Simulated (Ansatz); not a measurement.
`BCO[SiH3]` → `BO[SiH3]` + `[CH2]` (triplet)  (formal loss of a carbene)

Isolated molecules relaxed with PBE0-D4/def2-TZVP in Ansatz; ΔE leaves out vibrations. CCSD(T)/CBS is the MP2 limit (def2-TZVPP, def2-QZVPP) plus CCSD(T) − MP2 in def2-TZVPP, frozen cores. This one scheme is used for every species. Functionals use def2-TZVPP. Triplets are unrestricted, without spin–orbit coupling. Each species was taken in one conformer, which may not be the lowest.

```tsv
level	ΔE (eV)
BHLYP-D4	2.32
B2PLYP	2.40
HF/def2-TZVPP	1.00
HF/def2-QZVPP	0.99
```

What does CCSD(T)/CBS give? (Estimate.)

Ansatz gave: +2.49 eV. The listed levels differ from it by -0.17, -0.09, -1.49, -1.50 eV.

Largest T1 diagnostic among the species: 0.013.

From r2SCAN to r2SCAN0 (25 % exact exchange), in def2-TZVPP and without D4, ΔE moves by −0.07 eV. Leaving LDA and LC-ωPBE aside and taking each functional with its dispersion term where it has one, the values, not all of them listed here, spread over 0.43 eV, from r2SCAN0-D4 to ωB97X-V. LDA lies +0.72 eV from PBE without D4. At CCSD(T), def2-SVP lies −0.29 eV from the extrapolated value and def2-TZVPP −0.11 eV.
